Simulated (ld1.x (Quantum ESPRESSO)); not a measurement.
W (Z = 74): one change to a PAW potential, before and after

```
Element                 : tungsten (W)
Generator               : ld1.x (Quantum ESPRESSO) 7.5
Type                    : PAW
Functional              : BLYP
Relativity              : scalar-relativistic
Frozen core             : [Kr] 4d10
Valence charge          : 28
Reference configuration : 4f14 5s2 5p6 5d4 6s0.5 6p0 (charge +1.5)
Partial waves           : 5s (bound): rcut 1.35, rcutus 1.45 bohr; 6s (bound): rcut 1.35, rcutus 1.45 bohr; 5p (bound): rcut 2.05, rcutus 2.55 bohr; 6p (bound, empty): rcut 2.05, rcutus 2.55 bohr; 5d (bound): rcut 1.55, rcutus 1.70 bohr; 5d channel at 2.3 Ry: rcut 1.55, rcutus 1.70 bohr; 4f (bound): rcut 0.90, rcutus 1.05 bohr; 4f channel at -0.6 Ry: rcut 0.90, rcutus 1.05 bohr
Local potential         : all-electron potential smoothed inside 1.50 bohr (lloc = -2)
Core correction         : Bessel-smoothed model core inside 0.85 bohr
Augmentation charge     : BESSEL, radius 0.95 bohr
```

All-electron outer shells of the reference configuration (BLYP, scalar-relativistic, ld1.x):

| shell | level (eV) | outermost node (bohr) | outermost maximum (bohr) |
| --- | --- | --- | --- |
| 4p | -435.06 | 0.24 | 0.44 |
| 4d | -249.87 | 0.22 | 0.45 |
| 5s | -90.65 | 0.53 | 0.96 |
| 5p | -54.76 | 0.57 | 1.09 |
| 4f | -44.71 | – | 0.43 |
| 6s | -15.73 | 1.28 | 2.51 |
| 5d | -15.63 | 0.63 | 1.49 |
| 6p | -9.91 | 1.52 | 3.23 |

Change: waves 5s (bound): rcut 1.35, rcutus 1.98 bohr; 6s (bound): rcut 1.35, rcutus 1.98 bohr.

Cutoffs: the cutoffs (Ry, on a coarse ladder) from which the occupation-weighted sum of valence levels, in a spherical-Bessel basis at the reference potential, stays within 10 and 1 mRy of its value at 400 Ry; they do not see the model core or the augmentation charge, which bear on the density cutoff. Errors are all-electron minus pseudo energies relative to the spin-unpolarised reference configuration.

Problem. Predict the effect on cutoff, ghosts and configuration errors.

Solution. The potential gets neither clearly harder nor softer (200 Ry and 300 Ry → 200 Ry and 300 Ry); of the 7 tests that both files solve, the error grows in 5 and shrinks in 2 by more than 15 % and 0.3 meV (median size 4.7 → 7.9 meV); neither file shows a bound ghost.

| quantity | base | changed |
| --- | --- | --- |
| cutoff, loose | 200 Ry | 200 Ry |
| cutoff, tight | 300 Ry | 300 Ry |
| bound ghosts | none | none |
| error for 4f14 5s2 5p6 5d4 6s2 6p0, meV [ΔE -15.78 eV] | +6.8 | +13 |
| error for 4f14 5s2 5p6 5d4 6s1 6p0, meV [ΔE -6.97 eV] | +2.3 | +3.3 |
| error for 4f14 5s2 5p6 5d4 6s0 6p0, meV [ΔE 8.78 eV] | -2.7 | -1.7 |
| error for 4f14 5s2 5p6 5d3 6s2 6p1, meV [ΔE -11.81 eV] | +13 | +11 |
| error for 4f14 5s2 5p6 5d4 6s1.5 6p0, meV [ΔE -12.20 eV] | +4.7 | +7.9 |
| error for 4f14 5s2 5p6 5d4.5 6s1.5 6p0, meV [ΔE -15.07 eV] | +5.0 | +8.0 |
| error for 4f14 5s2 5p6 5d4 6s0 6p2, meV [ΔE -6.50 eV] | +4.3 | +6.5 |
| s: phases at 2.76 bohr within 0.05 rad from the reference energy up to (Ry; the scan ends near 5) | n/a | n/a |
| p: phases at 2.76 bohr within 0.05 rad from the reference energy up to (Ry; the scan ends near 5) | 2.8 | 2.8 |
| d: phases at 2.76 bohr within 0.05 rad from the reference energy up to (Ry; the scan ends near 5) | to the end of the scan | to the end of the scan |
| f: phases at 2.76 bohr within 0.05 rad from the reference energy up to (Ry; the scan ends near 5) | n/a | n/a |
| lowest overlap eigenvalue by channel | s 0.29, p 0.69, d 0.86, f 0.47 | s 0.11, p 0.69, d 0.86, f 0.47 |
